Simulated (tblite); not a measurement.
C2H2BrO3S (charge -1).
Bonds: C1–C2 (double), C2–Br3, C2–S4, S4–O5 (double), S4–O6 (double), S4–O7. Hydrogens: H8, H9 on C1.
Bond orders are those of one Lewis drawing.

Computed with GFN2-xTB (tblite), gas phase: nudged elastic band of 9 images (0 to 8), spring 0.2 eV/Å², climbing image at the end, force threshold 0.05 eV/Å. No saddle search or frequency run followed, so the top image need not be a first-order saddle, and its height can exceed the method's true barrier by a kcal/mol or more.

The band describes a rotation about C2–S4 (fully substituted alkene carbon, sulfonyl sulfur), followed by the dihedral Br3–C2–S4–O7, from the optimised start (-60°) to a second optimised geometry at 60°.

Q: Give the energy profile along the converged band.

A: 
```csv
image,dihedral (°),E (kcal/mol),C2–S4 (Å),Br3···O7 (Å),largest true force (eV/Å)
0,-60,0.00,1.810,3.18,0.00
1,-47,0.14,1.810,3.08,0.05
2,-32,0.57,1.812,2.98,0.04
3,-16,1.07,1.815,2.92,0.04
4,0,1.30,1.817,2.90,0.04
5,16,1.12,1.816,2.91,0.04
6,31,0.64,1.813,2.96,0.04
7,46,0.18,1.810,3.05,0.04
8,60,0.00,1.809,3.18,0.01
```

Barriers of this band. The top is image 4 at 0°: 1.3 kcal/mol in either direction, as the ends lie within 0.002 eV of each other (their dihedrals are equal and opposite within 4°). The central bond is 0.007 Å longer at the top than at the start.

Q: What rate follows at 298 K for crossing this barrier forward?

A: Taking the electronic barrier for the free energy of activation (no zero-point or entropy terms, transmission 1), rate = (kT/h)·exp(−ΔE/kT) ≈ 7 × 10^11 s⁻¹, whose inverse is 1 × 10^-12 s. An error of 1 kcal/mol in the barrier changes this by a factor of 5, and the method and the loose band can each miss by that much or more. The barrier is only 2.2 kT, where transition-state theory is rough.

Q: How long is the path, and how are the images spaced?

A: Cartesian distances between aligned neighbours (all atoms, Å): 0.44, 0.50, 0.51, 0.51, 0.50, 0.51, 0.50, 0.46; the sum is 3.92 Å, and the top lies 50 % of the way along.

The cost below is that of the whole band run. The run took 2.5 s wall on an Arm Neoverse V1 with one thread, shared host with 32 logical CPUs at a one-minute load of 24, and the process peaked at 0.18 GiB of memory.
